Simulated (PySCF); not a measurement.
Electron correlation in Hf (hafnium, neutral)

Starting occupation: [Xe] 4f14 5d4, 5d5/2 with m_j = -1/2, +1/2, +3/2, +5/2. Calculation: PySCF 2.14, in x2c-TZVPall-2c; X2C-1e with screened-nucleus spin-orbit coupling, Gaussian nucleus. Frozen: [Kr] 4d10 4f14; 12 electrons correlated; the 34 highest virtual spinors left out.

MP2 pair energies summed by pair of shells (mhartree):

```json
{"pair": "5p-5p", "energy": "-77.80", "share (%)": "40.4"}
{"pair": "5d-5p", "energy": "-58.01", "share (%)": "30.1"}
{"pair": "5d-5d", "energy": "-28.70", "share (%)": "14.9"}
{"pair": "5p-5s", "energy": "-17.80", "share (%)": "9.2"}
{"pair": "5d-5s", "energy": "-5.86", "share (%)": "3.0"}
{"pair": "5s-5s", "energy": "-4.56", "share (%)": "2.4"}
```

Total MP2 correlation energy: -192.74 mhartree.

The GHF reference relaxed away from the jj start to a determinant that is no pure jj level (⟨S²⟩ = 6.07, ⟨J²⟩ = 20.02); the energies belong to that determinant.

This basis was not built for core-valence correlation, so the inner-shell part is incomplete.
